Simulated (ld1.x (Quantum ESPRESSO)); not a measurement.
**Configuration tests for copper (TM)**

copper, norm-conserving Troullier–Martins (Kleinman–Bylander form), made with ld1.x (Quantum ESPRESSO) 7.5 (PBEsol, scalar-relativistic). Core [Ar], reference 3d10 4s1 4p0. Waves: 4s (bound): rc 1.95 bohr; 4p (bound, empty): rc 3.60 bohr; 3d (bound): rc 1.15 bohr. Local part: all-electron potential smoothed inside 2.20 bohr (lloc = -1). Core correction: Bessel-smoothed model core inside 1.00 bohr.

Energies are relative to the spin-unpolarised reference configuration 3d10 4s1 4p0; without spin polarisation the order of configurations can differ from experiment.

```
valence configuration  charge  ΔE all-electron (eV)  error AE − PS (meV)
         3d10 4s0 4p0      +1                 8.103                  -20
          3d9 4s0 4p0      +2                29.416                 -117
          3d8 4s0 4p0      +3                68.408                 -884
          3d9 4s2 4p0       0                 1.985                 -185
       3d10 4s0.5 4p0    +0.5                 3.154                 -4.2
          3d9 4s1 4p0      +1                11.606                 -130
```

(1) What are ΔE and the potential's error for 3d10 4s0 4p1?

Answers

(1) ΔE = 4.170 eV all-electron; the error (AE − PS) is -3.4 meV.
